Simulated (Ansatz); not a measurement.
The same ligand exchange along the group B, Al, Ga, In.

Calculated with Ansatz (gas phase, PBE0-D4/def2-TZVP geometries, no zero-point term in ΔE). CCSD(T)/CBS adds triple-zeta CCSD(T) − MP2 to the extrapolated MP2 energy (def2 sets, frozen cores). This one scheme is used for every species. Functionals use def2-TZVPP. Elements past krypton have def2 core potentials. For Ga, In outer-core shells are correlated without core-valence functions, which leaves a few kJ/mol of doubt a bond. Scalar relativity is left out up to krypton. Each species was taken in one conformer, which may not be the lowest.

```json
{"reaction": "`OB(S)S` + H₂S → `SB(S)S` + H₂O", "r2SCAN-D4 (kJ/mol)": "51", "B2PLYP (kJ/mol)": "56"}
{"reaction": "`[OH][Al]([SH])[SH]` + H₂S → `[SH][Al]([SH])[SH]` + H₂O", "r2SCAN-D4 (kJ/mol)": "22", "B2PLYP (kJ/mol)": "28"}
{"reaction": "`[OH][Ga]([SH])[SH]` + H₂S → `[SH][Ga]([SH])[SH]` + H₂O", "r2SCAN-D4 (kJ/mol)": "-34", "B2PLYP (kJ/mol)": "-29"}
{"reaction": "`[OH][In]([SH])[SH]` + H₂S → `[SH][In]([SH])[SH]` + H₂O", "r2SCAN-D4 (kJ/mol)": "-63", "B2PLYP (kJ/mol)": "-59"}
```

Task: Give the CCSD(T)/CBS values in the same order. (Estimate.)

Result: Computed: 46, 19, -37, -64 kJ/mol.

Largest T1 diagnostic: 0.015, for `[OH][In]([SH])[SH]`.
